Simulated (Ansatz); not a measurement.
Computed with Ansatz on PBE0-D4/def2-TZVP structures; ΔE is electronic, products minus reactants. CCSD(T)/CBS is the MP2 limit (def2-TZVPP, def2-QZVPP) plus CCSD(T) − MP2 in def2-TZVPP, frozen cores. This one scheme is used for every species. Functionals use def2-TZVPP. B3LYP here is the variant with VWN-RPA as its local correlation; programs differ in this. One conformer a species, not always the lowest.

`CO[SiH](C)O[Si](O)(O)O` + H₂S → `CO[SiH](C)S` + `O[Si](O)(O)O`  (ligand exchange at the Si–O bond)

`CO[SiH](C)O[Si](O)(O)O`:

Cartesian coordinates in Å:
```
C -1.908 0.864 2.171
O -2.052 0.549 0.807
Si -1.020 -0.431 0.002
C -1.637 -0.603 -1.728
O 0.474 0.256 0.030
Si 2.018 -0.012 -0.362
O 2.877 -0.797 0.778
O 2.766 1.425 -0.578
O 1.976 -0.960 -1.689
H -1.768 -0.036 2.782
H -1.055 1.531 2.335
H -2.816 1.370 2.506
H -0.924 -1.732 0.719
H -0.927 -1.186 -2.320
H -1.749 0.379 -2.195
H -2.606 -1.105 -1.750
H 3.288 -0.255 1.453
H 2.264 2.116 -1.011
H 2.800 -1.374 -1.949
```

H₂S:

Z-matrix (Å, degrees):
```
S
H 1 1.341
H 1 1.341 2 92.3
```

`CO[SiH](C)S`:

Cartesian coordinates in Å:
```
C 0.164 -1.541 1.473
O 0.438 -0.259 0.962
Si 0.047 0.215 -0.558
C 0.513 2.001 -0.695
S -2.054 0.030 -0.961
H 0.631 -2.326 0.866
H 0.570 -1.600 2.484
H -0.915 -1.727 1.517
H 0.742 -0.662 -1.540
H 0.375 2.359 -1.717
H -0.104 2.609 -0.029
H 1.559 2.140 -0.411
H -1.965 -1.238 -1.392
```

`O[Si](O)(O)O`:

```xyz
9

O    -0.416    1.483    0.537
Si    0.000    0.000    0.000
O    -0.368   -0.034   -1.589
O    -0.792   -1.252    0.683
O     1.576   -0.197    0.369
H    -1.208    1.868    0.160
H    -0.454   -0.900   -1.990
H    -0.472   -1.547    1.536
H     2.134    0.578    0.294
```

| level | ΔE (kcal/mol) | difference from CCSD(T)/CBS |
| --- | --- | --- |
| PBE-D4 | 11.2 | -3.6 |
| r2SCAN-D4 | 13.9 | -0.9 |
| PBE0-D4 | 12.5 | -2.3 |
| B3LYP-D4 | 15.8 | 1.0 |
| ωB97X-V | 14.8 | 0.0 |
| ωB97M-V | 14.7 | -0.1 |
| B2PLYP | 15.0 | 0.2 |
| PBE | 10.3 | -4.5 |
| r2SCAN | 13.4 | -1.4 |
| PBE0 | 11.7 | -3.1 |
| B3LYP | 14.7 | -0.1 |
| HF/def2-TZVPP | 18.8 | 4.0 |
| MP2/def2-TZVPP | 14.3 | -0.5 |
| SCS-MP2/def2-TZVPP | 15.6 | 0.8 |
| CCSD/def2-TZVPP | 16.3 | 1.5 |
| CCSD(T)/def2-TZVPP | 15.5 | 0.7 |
| HF/def2-QZVPP | 19.4 | 4.6 |
| MP2/def2-QZVPP | 14.1 | -0.7 |
| SCS-MP2/def2-QZVPP | 15.3 | 0.5 |
| HF/CBS(def2) | 19.5 | 4.7 |
| MP2/CBS(def2) | 13.5 | -1.3 |
| CCSD/CBS(def2) | 15.5 | 0.7 |
| CCSD(T)/CBS | 14.8 | 0 |

Largest T1 diagnostic among the species: 0.011.

In def2-TZVPP, CCSD(T) changes the Hartree–Fock value by −3.3 kcal/mol (the triples alone add −0.7 kcal/mol) and MP2 by −4.5 kcal/mol. The D4 term adds +1.1 kcal/mol with B3LYP and +0.9 kcal/mol with PBE0; it sums over pairs of atoms, weighted by their polarisabilities, and B3LYP, whose exchange is more repulsive, gets the larger term. From PBE to PBE0 (25 % exact exchange), in def2-TZVPP and without D4, ΔE moves by +1.3 kcal/mol.
